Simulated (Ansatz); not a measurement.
`CO[SiH](F)S` → C• + F• + 5 H• + O• + S• + Si•  (atomization)

Calculated with Ansatz (gas phase, PBE0-D4/def2-TZVP geometries, no zero-point term in ΔE). CCSD(T)/CBS adds triple-zeta CCSD(T) − MP2 to the extrapolated MP2 energy (def2 sets, frozen cores). This one scheme is used for every species, atoms too. Functionals use def2-TZVPP. No spin–orbit coupling; open shells (•) take unrestricted orbitals. Spin–orbit coupling would lower the free atoms: a little for C, F, O, S, Si. One conformer a species, not always the lowest.

CCSD(T)/CBS gives +894.4 kcal/mol.

Q: Another level gave +884.0 kcal/mol. Which?
A. CAM-B3LYP/def2-TZVPP
B. revPBE/def2-TZVPP
C. ωB97X-V/def2-TZVPP
D. LC-ωPBE/def2-TZVPP

A: D. LC-ωPBE 884.0, CAM-B3LYP 889.1, revPBE 863.3, ωB97X-V 895.1 kcal/mol.

Largest T1 diagnostic among the species: 0.012.

Leaving LDA and LC-ωPBE aside and taking each functional with its dispersion term where it has one, the values, not all of them listed here, spread over 39.3 kcal/mol, from BHLYP-D4 to PBE-D4. LDA lies +122.1 kcal/mol from PBE without D4, its usual overbinding. At CCSD(T), def2-SVP lies −67.7 kcal/mol from the extrapolated value and def2-TZVPP −26.3 kcal/mol: correlation converges slowly with the basis, and small sets miss more of it in the bonded molecule than in its fragments. The D4 term adds +8.1 kcal/mol with B3LYP and +4.3 kcal/mol with PBE0; it sums over pairs of atoms, weighted by their polarisabilities, and B3LYP, whose exchange is more repulsive, gets the larger term.

B3LYP here is the variant with VWN-RPA as its local correlation; programs differ in this.

For atomizations the MP2-based limit and the directly extrapolated one differ by several kJ/mol either way, and by 10 to 25 for some Ge, Se and Sn compounds, so smaller differences from it don't rank the levels.
